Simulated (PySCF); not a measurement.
## Fe(2+): interval between two levels

Fe(2+) [Ar] 3d6 [5D4, M_J = 4] → Fe(2+) [Ar] 3d5 4s1 [7S3, M_J = 3], as a difference of total energies. Calculation: PySCF 2.14, in x2c-TZVPall-2c with one added diffuse shell each of s, p, d type (7s8p5d1f, 63 functions); the two-component X2C-1e Hamiltonian. Correlated levels: [Ne] frozen; the 6 highest virtual spinors dropped. "Screened" scales the spin-orbit matrix elements by Boettger's factors to mimic the two-electron term; Breit and QED terms are absent.

```csv
method,interval between two levels (cm⁻¹)
GHF (spin-free),18320
GMP2 (spin-free),27780
GHF (screened spin-orbit),18722
GMP2 (screened spin-orbit),28198
```

The labels give the starting determinants; with spin-orbit coupling the two ends relaxed to ⟨J²⟩ = 20.01, ⟨L²⟩ = 6.01, ⟨S²⟩ = 6.00 and ⟨J²⟩ = 12.00, ⟨L²⟩ = 0.00, ⟨S²⟩ = 12.00.
